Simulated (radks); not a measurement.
Numerical settings for neutral beryllium, [He] 2s2. Method: Dirac Kohn-Sham, BLYP, spin-unpolarised, spherical densities, point nucleus; computed with a radial shooting solver on a logarithmic mesh with Libxc functionals. The defaults (mesh step 0.008 in ln r, mesh end at 40 bohr or more with all orbitals vanishing there, Anderson mixing 0.5 over 9 steps, residual threshold near 1e-9 with the energy settled to 1e-9 hartree or 1e-11 of itself, here a cap of 71 iterations) give E = -14.6645 hartree and 2s1/2 at -5.468 eV in 13 iterations. Run on one thread of a shared host, so times are rough (Arm Neoverse V2): 0.02 s of CPU time, 0.02 s wall, 13 iterations on 2496 mesh points. Changes against that run (0 stands for a change within the tolerance of the run):

setting                     iterations         converged  E (mhartree)  e(2s1/2) (meV)  CPU (s)
mesh step in ln r 0.05              13               yes             0               0     0.01
mesh step in ln r 0.03              13               yes             0               0     0.01
mesh step in ln r 0.12              71                no     -9.37e+04               -     0.06
mesh end (bohr) 3                   13  level above zero          +691       +1.41e+04     0.02
mesh end (bohr) 12                  13               yes       +0.0139           +1.78     0.02
residual threshold 1e-13            18               yes             0               0     0.03
residual threshold 1e-16            71                no             0               0     0.09
mixing 1                            10               yes             0               0     0.02
linear mixing, mixing 0.05          71                no      +0.00472           -96.9     0.11
linear mixing, mixing 0.2           71                no             0               0      0.1
mixing history 20                   15               yes             0               0     0.03
iteration cap 5                      5                no      +0.00622           -64.6     0.01

Settled on a wrong energy, with an occupied level pushed above zero by the early mesh end: mesh end (bohr) 3 (+0.691 hartree). Apart from these: no run marked as converged misses the energy by more than 1 mhartree. A mesh that ends early acts as a hard wall.
